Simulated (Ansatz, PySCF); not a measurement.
Molecule: GeF2, net charge 0, triplet state. This is an excited triplet: at this geometry the singlet lies 3.30 eV lower at RI-MP2/CBS(aug-cc-pVTZ,aug-cc-pVQZ)+[CCSD(T)-MP2]/aug-cc-pVTZ. 
Geometry from a B3LYP-D3(BJ)/def2-TZVP (Ansatz, a quantum-chemistry and plane-wave program) optimisation:
```
Ge
F 1 1.7555
F 1 1.7555 2 114.30
```
Charge 0, spin multiplicity 3.

Dipole moments at this geometry, in debye (magnitudes).

```csv
level,program,dipole (D)
HF/def2-TZVPD,PySCF,2.45
PBE/def2-TZVPD,Ansatz,1.65
BLYP/def2-TZVPD,Ansatz,1.66
BP86/def2-TZVPD,PySCF,1.64
TPSS/def2-TZVPD,PySCF,1.71
M06-L/def2-TZVPD,PySCF,1.58
r2SCAN/def2-TZVPD,PySCF,1.83
B97M-V/def2-TZVPD,Ansatz,1.76
B3LYP/def2-TZVPD,Ansatz,1.90
BHLYP/def2-TZVPD,Ansatz,2.19
r2SCAN0/def2-TZVPD,Ansatz,(withheld)
HSE06/def2-TZVPD,Ansatz,1.92
wB97M-V/def2-TZVPD,Ansatz,1.97
CCSD(T)/aug-cc-pVDZ,Ansatz,(withheld)
```

Task: Some entries are withheld; supply them.

Result: 
- r2SCAN0/def2-TZVPD, dipole (D): 2.05
- CCSD(T)/aug-cc-pVDZ, dipole (D): 2.09
